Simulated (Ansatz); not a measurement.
Species: C2H4N, charge 0, doublet. C2H4N (SMILES [CH]=NC, doublet).
B3LYP-D3(BJ)/def2-TZVP minimum from Ansatz (an electronic-structure program):
```xyz
7

C      1.0759    -0.4011    -0.0139
N     -0.1232     0.3974     0.1557
C     -1.2726     0.1063    -0.1449
H      1.7804     0.1518    -0.6362
H      1.5399    -0.5489     0.9618
H      0.8639    -1.3706    -0.4709
H     -2.1415     0.7548     0.0087
```
Charge 0, spin multiplicity 2.

Wanted: atomisation energy (electronic, to ground-state atoms), in kcal/mol. UHF or UKS for unpaired electrons; spin-orbit terms are left out. CBS(X,Y): correlation extrapolated as X^-3, Hartree-Fock from the larger set. A bracket is a step between two methods taken in the basis named. The functionals are non-relativistic, so their misses hold any scalar relativity. Double hybrids freeze cores in their MP2 part. 'core' is core correlation in cc-pwCVTZ, 'X2C' scalar relativity in cc-pVTZ-DK, both at CCSD(T). For partners of very few electrons the exact lower level stands in for a higher one. The UHF reference of C2H4N ([CH]=NC, doublet) is spin-contaminated (<S^2> up to 0.07 over the pure value in the sets run).

CCSD(T)/CBS(cc-pVTZ,cc-pVQZ) + [CCSDT(Q) - CCSD(T)]/cc-pVDZ + core + X2C (Ansatz) gives 627.2 kcal/mol.

**Question.** How far off this value is PBE/def2-TZVPD (Ansatz), in which direction, and how far these levels: r2SCAN/def2-TZVPD, B3LYP/def2-TZVPD, wB97M-V/def2-TZVPD, B2PLYP/def2-TZVPD, CCSD(T)/CBS(cc-pVTZ,cc-pVQZ) + core + X2C?

**Answer.** PBE gives 649.6 kcal/mol, 22.4 kcal/mol above it. Differences of the others: r2SCAN/def2-TZVPD (Ansatz) 1.2; B3LYP/def2-TZVPD (Ansatz) 3.0; wB97M-V/def2-TZVPD (Ansatz) 1.4; B2PLYP/def2-TZVPD (Ansatz) -4.2; CCSD(T)/CBS(cc-pVTZ,cc-pVQZ) + core + X2C (Ansatz) -1.0 kcal/mol.
